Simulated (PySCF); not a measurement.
PySCF job for C4H9NS, SMILES C/N=C(\C)SC, TDA-M06-2X/def2-SVPD. Geometry: B3LYP-D3(BJ)/def2-SVP. The structure was generated by enumeration; whether it is a known compound was not checked.

```python
import numpy as np
from pyscf import gto, scf, dft, tdscf

mol = gto.M(
    atom='''
    C    -1.05501668   -2.26409569    0.00000000
    N    -0.86007468   -0.82990857   -0.00000000
    C     0.32102211   -0.36070382    0.00000000
    C     1.60591592   -1.15685398   -0.00000000
    S     0.59047924    1.39495048    0.00000000
    C    -1.12167558    1.99237841   -0.00000000
    H    -0.60881699   -2.75052193   -0.88878310
    H    -2.13069448   -2.49480085    0.00000001
    H    -0.60881699   -2.75052194    0.88878311
    H     2.49352548   -0.50972733    0.00000000
    H     1.64800458   -1.80923393    0.88764889
    H     1.64800459   -1.80923393   -0.88764889
    H    -1.64895500    1.62991275    0.89235517
    H    -1.07191593    3.09001726   -0.00000000
    H    -1.64895499    1.62991276   -0.89235517
    ''',
    basis='def2-SVPD',
    charge=0,
    spin=0,
    symmetry=True,
    max_memory=1600,
    verbose=4,
)
mf = dft.RKS(mol, xc='m06-2x').density_fit(auxbasis='def2-universal-jkfit')
mf.grids.level = 4
mf.conv_tol = 1e-9
mf.max_cycle = 100
mf.kernel()
mf.grids = dft.Grids(mol).set(level=2).build(with_non0tab=True)  # coarser grid for the response kernel
td = tdscf.TDA(mf)
td.singlet = True
td.nstates = 10
td.conv_tol = 1e-4
td.positive_eig_threshold = 1e-6
td.kernel(x0=td.get_init_guess(mf, 15))
td.analyze()
tt = tdscf.TDA(mf)
tt.singlet = False
tt.nstates = 4
tt.conv_tol = 1e-4
tt.positive_eig_threshold = 1e-6
tt.kernel(x0=tt.get_init_guess(mf, 9))
tt.analyze(verbose=3)
```

Output:

```
PySCF version 2.14.0

[INPUT] verbose = 4
[INPUT] num. atoms = 15
[INPUT] num. electrons = 56
[INPUT] charge = 0
[INPUT] spin (= nelec alpha-beta = 2S) = 0
[INPUT] symmetry True subgroup None
[INPUT] Mole.unit = angstrom
[INPUT] Symbol           X                Y                Z      unit          X                Y                Z       unit  Magmom
[INPUT]  1 C     -1.055016680000  -2.264095690000   0.000000000000 AA   -1.993692582048  -4.278520773908   0.000000000000 Bohr   0.0
[INPUT]  2 N     -0.860074680000  -0.829908570000   0.000000000000 AA   -1.625305591873  -1.568299905729   0.000000000000 Bohr   0.0
[INPUT]  3 C      0.321022110000  -0.360703820000   0.000000000000 AA    0.606643867830  -0.681631431884   0.000000000000 Bohr   0.0
[INPUT]  4 C      1.605915920000  -1.156853980000   0.000000000000 AA    3.034741267879  -2.186137188313   0.000000000000 Bohr   0.0
[INPUT]  5 S      0.590479240000   1.394950480000   0.000000000000 AA    1.115844045841   2.636074364531   0.000000000000 Bohr   0.0
[INPUT]  6 C     -1.121675580000   1.992378410000   0.000000000000 AA   -2.119659646813   3.765049531396   0.000000000000 Bohr   0.0
[INPUT]  7 H     -0.608816990000  -2.750521930000  -0.888783100000 AA   -1.150497371082  -5.197733147310  -1.679556643142 Bohr   0.0
[INPUT]  8 H     -2.130694480000  -2.494800850000   0.000000010000 AA   -4.026429022323  -4.714490341832   0.000000018897 Bohr   0.0
[INPUT]  9 H     -0.608816990000  -2.750521940000   0.888783110000 AA   -1.150497371082  -5.197733166207   1.679556662039 Bohr   0.0
[INPUT] 10 H      2.493525480000  -0.509727330000   0.000000000000 AA    4.712080241825  -0.963245051906   0.000000000000 Bohr   0.0
[INPUT] 11 H      1.648004580000  -1.809233930000   0.887648890000 AA    3.114277308229  -3.418956622971   1.677413296874 Bohr   0.0
[INPUT] 12 H      1.648004590000  -1.809233930000  -0.887648890000 AA    3.114277327126  -3.418956622971  -1.677413296874 Bohr   0.0
[INPUT] 13 H     -1.648955000000   1.629912750000   0.892355170000 AA   -3.116073341732   3.080088704437   1.686306877140 Bohr   0.0
[INPUT] 14 H     -1.071915930000   3.090017260000   0.000000000000 AA   -2.025627536258   5.839286341579   0.000000000000 Bohr   0.0
[INPUT] 15 H     -1.648954990000   1.629912760000  -0.892355170000 AA   -3.116073322835   3.080088723334  -1.686306877140 Bohr   0.0

nuclear repulsion = 296.782047615215
point group symmetry = Cs
symmetry origin: [-1.01235323e-09  2.36215783e-09  6.74902186e-10]
symmetry axis x: [ 1.00000000e+00  1.17746018e-09 -7.55195200e-10]
symmetry axis y: [ 1.17746018e-09 -1.00000000e+00  5.10590156e-10]
symmetry axis z: [-7.55195199e-10 -5.10590022e-10 -1.00000000e+00]
num. orbitals of irrep A' = 131
num. orbitals of irrep A" = 68
number of shells = 87
number of NR pGTOs = 285
number of NR cGTOs = 199
basis = def2-SVPD
ecp = {}


[settings echo left out]
init E= -610.999628421737
HOMO (A") = -0.271269047560606  LUMO (A") = -0.0401576084378332  gap/eV = 6.28886
cycle= 1 E= -610.340179581325  delta_E= 0.659  |g|= 0.369  |ddm|= 5.29
HOMO (A') = -0.262474722867955  LUMO (A') = 0.0295010907217601  gap/eV = 7.94507
cycle= 2 E= -610.330486729579  delta_E= 0.00969  |g|= 0.481  |ddm|= 1.71
HOMO (A") = -0.27602651795422  LUMO (A") = 0.0321040464047484  gap/eV = 8.38466
cycle= 3 E= -610.378879601879  delta_E= -0.0484  |g|= 0.0644  |ddm|= 0.905
HOMO (A") = -0.282548228838164  LUMO (A') = 0.0322599366931562  gap/eV = 8.56637
cycle= 4 E= -610.379820707422  delta_E= -0.000941  |g|= 0.0294  |ddm|= 0.143
HOMO (A") = -0.281014177644895  LUMO (A") = 0.0318611466044256  gap/eV = 8.51377
cycle= 5 E= -610.380046599698  delta_E= -0.000226  |g|= 0.00682  |ddm|= 0.0647
HOMO (A") = -0.28040744831565  LUMO (A') = 0.0326365137430287  gap/eV = 8.51836
cycle= 6 E= -610.380059644373  delta_E= -1.3e-05  |g|= 0.00247  |ddm|= 0.0166
HOMO (A") = -0.280614179816023  LUMO (A') = 0.0325697405855956  gap/eV = 8.52217
cycle= 7 E= -610.38006139829  delta_E= -1.75e-06  |g|= 0.000766  |ddm|= 0.0066
HOMO (A") = -0.280596187306684  LUMO (A') = 0.0325804809493628  gap/eV = 8.52197
cycle= 8 E= -610.380061610701  delta_E= -2.12e-07  |g|= 0.000282  |ddm|= 0.00221
HOMO (A") = -0.280583477098576  LUMO (A') = 0.0325784348980549  gap/eV = 8.52157
cycle= 9 E= -610.38006163473  delta_E= -2.4e-08  |g|= 7.23e-05  |ddm|= 0.000826
HOMO (A") = -0.280589198491403  LUMO (A') = 0.0325777738307473  gap/eV = 8.52171
cycle= 10 E= -610.380061636645  delta_E= -1.91e-09  |g|= 2.17e-05  |ddm|= 0.000241
HOMO (A") = -0.280589378984399  LUMO (A') = 0.0325774801059868  gap/eV = 8.52170
cycle= 11 E= -610.3800616368  delta_E= -1.56e-10  |g|= 7.02e-06  |ddm|= 5.75e-05
HOMO (A") = -0.280588791044664  LUMO (A') = 0.0325776208395978  gap/eV = 8.52169
Extra cycle  E= -610.380061636807  delta_E= -6.82e-12  |g|= 7.5e-06  |ddm|= 3.23e-05
converged SCF energy = -610.380061636807
tot grids = 115920
Overwritten attributes  positive_eig_threshold  of <class 'pyscf.tdscf.rks.TDA'>


******** <class 'pyscf.tdscf.rks.TDA'> for <class 'pyscf.df.df_jk.DFSymAdaptedRKS'> ********
nstates = 10 singlet
deg_eia_thresh = 1.000e-03
wfnsym = None
conv_tol = 0.0001
eigh lindep = 1e-12
eigh level_shift = 0
eigh max_cycle = 100


Excitation energies (eV)
[5.13147208 5.62440513 5.99696589 6.23235266 6.69866416 6.99922094
 7.18233212 7.27988811 7.43655844 7.58134755]

** Singlet excitation energies and oscillator strengths **
Excited State   1:   A"      5.13147 eV    241.62 nm  f=0.0007
      27 -> 30        0.68301
      27 -> 33       -0.10453
Excited State   2:   A"      5.62441 eV    220.44 nm  f=0.0000
      28 -> 29        0.14924
      28 -> 31       -0.55240
      28 -> 35        0.21991
      28 -> 37       -0.28944
Excited State   3:   A'      5.99697 eV    206.74 nm  f=0.2349
      27 -> 31       -0.12626
      28 -> 30        0.66794
Excited State   4:   A"      6.23235 eV    198.94 nm  f=0.0394
      28 -> 29        0.60755
      28 -> 31        0.24589
      28 -> 32        0.15220
      28 -> 34        0.13926
      28 -> 35        0.10619
Excited State   5:   A"      6.69866 eV    185.09 nm  f=0.0024
      28 -> 29        0.19020
      28 -> 32       -0.65047
Excited State   6:   A'      6.99922 eV    177.14 nm  f=0.0056
      27 -> 29       -0.67279
      27 -> 32        0.14105
Excited State   7:   A"      7.18233 eV    172.62 nm  f=0.0000
      28 -> 29        0.20482
      28 -> 31       -0.29911
      28 -> 34       -0.18216
      28 -> 35       -0.41392
      28 -> 36        0.18085
      28 -> 37        0.31762
Excited State   8:   A'      7.27989 eV    170.31 nm  f=0.0357
      27 -> 31        0.32732
      27 -> 32       -0.11026
      27 -> 37        0.11369
      28 -> 33        0.58571
Excited State   9:   A'      7.43656 eV    166.72 nm  f=0.0800
      27 -> 29        0.10251
      27 -> 31       -0.51703
      27 -> 32        0.17882
      27 -> 34       -0.11427
      27 -> 37       -0.12008
      28 -> 33        0.36988
Excited State  10:   A"      7.58135 eV    163.54 nm  f=0.0019
      28 -> 29       -0.11937
      28 -> 31       -0.11291
      28 -> 34        0.61183
      28 -> 36        0.22249
      28 -> 37        0.11386

** Transition electric dipole moments (AU) **
state          X           Y           Z        Dip. S.      Osc.
  1        -0.0000      0.0000     -0.0745      0.0055      0.0007
  2         0.0000     -0.0000     -0.0036      0.0000      0.0000
  3        -0.4594     -1.1779      0.0000      1.5985      0.2349
  4        -0.0000     -0.0000     -0.5077      0.2577      0.0394
  5        -0.0000     -0.0000      0.1199      0.0144      0.0024
  6        -0.1549     -0.0937      0.0000      0.0328      0.0056
  7         0.0000     -0.0000     -0.0100      0.0001      0.0000
  8        -0.3301     -0.3023     -0.0000      0.2004      0.0357
  9        -0.1664      0.6415      0.0000      0.4393      0.0800
 10         0.0000      0.0000     -0.1006      0.0101      0.0019

** Transition velocity dipole moments (imaginary part, AU) **
state          X           Y           Z        Dip. S.      Osc.
  1         0.0000      0.0000      0.0405      0.0016      0.0058
  2        -0.0000      0.0000     -0.0224      0.0005      0.0016
  3         0.0211     -0.1275      0.0000      0.0167      0.0505
  4        -0.0000      0.0000     -0.0874      0.0076      0.0222
  5        -0.0000      0.0000      0.0765      0.0058      0.0158
  6        -0.0425     -0.0092      0.0000      0.0019      0.0049
  7         0.0000      0.0000     -0.0604      0.0036      0.0092
  8        -0.0742     -0.0774     -0.0000      0.0115      0.0286
  9        -0.0878      0.0926      0.0000      0.0163      0.0397
 10        -0.0000     -0.0000     -0.0034      0.0000      0.0000

** Transition magnetic dipole moments (imaginary part, AU) **
state          X           Y           Z
  1         0.8741      0.7190     -0.0000
  2         0.3460      0.3761      0.0000
  3         0.0000     -0.0000      0.1731
  4         0.2765     -0.5546      0.0000
  5        -0.3084     -0.1453      0.0000
  6         0.0000     -0.0000     -0.2406
  7        -0.2854      0.3726     -0.0000
  8        -0.0000     -0.0000     -0.1436
  9         0.0000      0.0000     -0.1613
 10         0.6312     -0.4641     -0.0000


******** <class 'pyscf.tdscf.rks.TDA'> for <class 'pyscf.df.df_jk.DFSymAdaptedRKS'> ********
nstates = 4 triplet
deg_eia_thresh = 1.000e-03
wfnsym = None
conv_tol = 0.0001
eigh lindep = 1e-12
eigh level_shift = 0
eigh max_cycle = 100


Excitation energies (eV)
[4.42524555 4.52609595 5.30733019 6.19868044]

** Triplet excitation energies and oscillator strengths **
Excited State   1:   A'      4.42525 eV    280.17 nm  f=0.0000
Excited State   2:   A"      4.52610 eV    273.93 nm  f=0.0000
Excited State   3:   A"      5.30733 eV    233.61 nm  f=0.0000
Excited State   4:   A"      6.19868 eV    200.02 nm  f=0.0000
```

Self-consistency was reached.

Cost: very roughly 12 core-minutes.
